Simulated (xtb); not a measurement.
H$_{2}$O$_{2}$, charge +1, doublet, from a rough starting geometry (a state made from the parent by changing its charge; the spin is typed, not shown lowest); GFN2-xTB (xtb).

xtb was given this input:
```
$ xtb mol.xyz --gfn 2 --chrg 1 --uhf 1 --opt vtight --json

# file mol.xyz
4

O     -0.66149084    -0.04485999     0.27466862
O      0.60285675    -0.00380649    -0.33500148
H     -1.28220338    -0.05061389    -0.46644188
H      1.23832485     0.01602437     0.46454048
```

Task: What does xtb print? Leave out banner, timings and long lists.

Result: 
```
   ID    Z sym.   atoms
    1    8 O      1, 2
    2    1 H      3, 4

           -------------------------------------------------
          |                Calculation Setup                |
           -------------------------------------------------

           -------------------------------------------------
          |                 G F N 2 - x T B                 |
           -------------------------------------------------

          ...................................................
          :                      SETUP                      :
          :.................................................:
          :  # basis functions                  10          :
          :  # atomic orbitals                  10          :
          :  # shells                            6          :
          :  # electrons                        13          :
          :  max. iterations                   250          :
          :  Hamiltonian                  GFN2-xTB          :
          :  restarted?                      false          :
          :  GBSA solvation                  false          :
          :  PC potential                    false          :
          :  electronic temp.          300.0000000     K    :
          :  accuracy                    1.0000000          :
          :  -> integral cutoff          0.2500000E+02      :
          :  -> integral neglect         0.1000000E-07      :
          :  -> SCF convergence          0.1000000E-05 Eh   :
          :  -> wf. convergence          0.1000000E-03 e    :
          :  Broyden damping             0.4000000          :
          :  net charge                          1          :
          :  unpaired electrons                  1          :
          ...................................................

 iter      E             dE          RMSdq      gap      omega  full diag
   1     -8.4753681 -0.847537E+01  0.377E+00    7.81       0.0  T
   2     -8.4756460 -0.277960E-03  0.228E+00    7.82       1.0  T
   3     -8.4755851  0.609493E-04  0.316E-01    7.83       1.0  T
   4     -8.4757851 -0.200006E-03  0.101E-01    7.84       1.0  T
   5     -8.4757859 -0.850006E-06  0.158E-02    7.84       3.2  T
   6     -8.4757865 -0.528049E-06  0.395E-03    7.84      12.7  T
   7     -8.4757865 -0.113052E-07  0.129E-03    7.84      38.7  T
   8     -8.4757865 -0.212872E-08  0.360E-04    7.84     138.9  T
   9     -8.4757865 -0.982023E-10  0.224E-04    7.84     223.5  T

[...]
         :: total energy              -8.449665996140 Eh    ::
 * total energy  :    -8.4496660 Eh     change       -0.6943779E-10 Eh
 * total energy  :    -8.4592337 Eh     change       -0.9567720E-02 Eh
 * total energy  :    -8.4612226 Eh     change       -0.1988918E-02 Eh
 * total energy  :    -8.4615028 Eh     change       -0.2801942E-03 Eh
 * total energy  :    -8.4615085 Eh     change       -0.5707712E-05 Eh
 * total energy  :    -8.4615088 Eh     change       -0.3096885E-06 Eh
 * total energy  :    -8.4615089 Eh     change       -0.6893177E-07 Eh
   *** GEOMETRY OPTIMIZATION CONVERGED AFTER 7 ITERATIONS ***
         :: total energy              -8.461508915670 Eh    ::
[...]
         7        1.0000           -0.7556133             -20.5613 (HOMO)
         8                         -0.3646259              -9.9220 (LUMO)
         9                         -0.2167278              -5.8975
        10                         -0.1851929              -5.0394
      -------------------------------------------------------------
                  HL-Gap            0.3909875 Eh           10.6393 eV
             Fermi-level           -0.6775100 Eh          -18.4360 eV

     #   Z          covCN         q      C6AA      α(0)
     1   8 O        1.772     0.043    13.934     5.040
     2   8 O        1.772     0.043    13.934     5.040
     3   1 H        0.798     0.457     0.393     0.985
     4   1 H        0.798     0.457     0.393     0.985

 Mol. C6AA /au·bohr⁶  :         75.671222
 Mol. C8AA /au·bohr⁸  :       1430.596330
 Mol. α(0) /au        :         12.050458

Wiberg/Mayer (AO) data.
largest (>0.10) Wiberg bond orders for each atom

 ---------------------------------------------------------------------------
     #   Z sym  total        # sym  WBO       # sym  WBO       # sym  WBO
 ---------------------------------------------------------------------------
     1   8 O    2.292 --     2 O    1.514     3 H    0.775
     2   8 O    2.292 --     1 O    1.514     4 H    0.775
     3   1 H    0.791 --     1 O    0.775
     4   1 H    0.791 --     2 O    0.775
 ---------------------------------------------------------------------------

Topologies differ in total number of bonds
Writing topology from bond orders to xtbtopo.mol

molecular dipole:
                 x           y           z       tot (Debye)
 q only:       -0.048      -0.039      -0.029
   full:       -0.048      -0.039      -0.029       0.175
molecular quadrupole (traceless):
                xx          xy          yy          xz          yz          zz
 q only:        5.176       0.224      -3.126       2.861       0.077      -2.050
  q+dip:        5.094       0.205      -2.989       4.655       0.131      -2.106
   full:        5.239       0.207      -2.811       4.238       0.122      -2.428

optimized geometry written to: xtbopt.xyz

           -------------------------------------------------
          | TOTAL ENERGY               -8.461508915670 Eh   |
          | GRADIENT NORM               0.000048643704 Eh/α |
          | HOMO-LUMO GAP              10.639310207202 eV   |
           -------------------------------------------------
```
